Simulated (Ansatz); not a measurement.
Ansatz results at the PBE0-D4/def2-TZVP geometry: LUMO energy (ωB97M-V/def2-TZVPP) -0.36 eV; LUMO energy (PBE0/def2-TZVPP) -2.67 eV; size of the dipole moment (PBE/def2-TZVPP) 2.97 D.

Each molecule was computed in one conformer, which needn't be the lowest.

Q: Which molecule gave them?
A. `[OH][Ti]([F])([F])[SeH]`
B. `[NH2][Ti]([F])([F])[Cl]`
C. `[OH][Ti]([F])([F])[SH]`
D. `[F][Ti]([F])([Cl])[SeH]`

A: B. The others give `[OH][Ti]([F])([F])[SeH]`: -0.35, -2.57, 2.02; `[F][Ti]([F])([Cl])[SeH]`: -1.17, -3.30, 0.97; `[OH][Ti]([F])([F])[SH]`: -0.27, -2.53, 1.85.
